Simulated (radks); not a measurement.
Question: The table gives one normalised radial function P(r) = r R(r) of Tm in [Xe] 4f13 6s2 (r in bohr). Calculated with a radial shooting solver on a logarithmic mesh with Libxc functionals: scalar-relativistic Kohn-Sham, r2SCAN, spin-unpolarised, spherical densities, finite nucleus; meta-GGA in the generalised Kohn-Sham scheme; Fermi nuclear charge, rms radius 5.2256 fm.

r,P
0.0007287,0.0102
0.0008483,0.0116
0.0009955,0.0131
0.001159,0.0148
0.00136,0.0167
0.001583,0.0188
0.001858,0.0211
0.002163,0.0234
0.002538,0.0261
0.002955,0.0288
0.003468,0.0317
0.004037,0.0344
0.004738,0.0372
0.005515,0.0396
0.006421,0.0417
0.007535,0.0431
0.008772,0.0435
0.01029,0.0426
0.01198,0.0401
0.01406,0.0354
0.01637,0.0286
0.01921,0.0187
0.02237,0.0066
0.02625,-0.0084
0.03056,-0.0243
0.03586,-0.0413
0.04174,-0.0555
0.0486,-0.0655
0.05703,-0.0684
0.06639,-0.0612
0.07791,-0.0416
0.0907,-0.0121
0.1064,0.0265
0.1239,0.0633
0.1454,0.0915
0.1693,0.0982
0.1986,0.0764
0.2313,0.0287
0.2692,-0.0358
0.3159,-0.1020
0.3678,-0.1402
0.4316,-0.1349
0.5025,-0.0811
0.5897,0.0144
0.6865,0.1163
0.8056,0.2025
0.9378,0.2385
1.101,0.2128
1.281,0.1290
1.503,-0.0056
1.75,-0.1540
2.038,-0.2986
2.391,-0.4276
2.784,-0.5144
3.267,-0.5560
3.803,-0.5433
4.463,-0.4821
5.195,-0.3915
6.097,-0.2825
7.098,-0.1850
8.329,-0.1039
9.697,-0.0524
11.38,-0.0218
13.25,-0.0081

Which n and l does it have? It may be an empty orbital.

Answer: n = 6, l = 0: the number of nodes gives n - l - 1 = 5, the rise at small r (about r^(l+1), flatter next to the nucleus through relativity) gives l, and the extent must fit the shell. The curve is that of 6s. 6s: eigenvalue -3.963 eV, 5 radial nodes at r = 0.0241, 0.0956, 0.248, 0.577, 1.49 bohr, <r> = 4.03 bohr, 90 % of the charge inside 5.98 bohr.
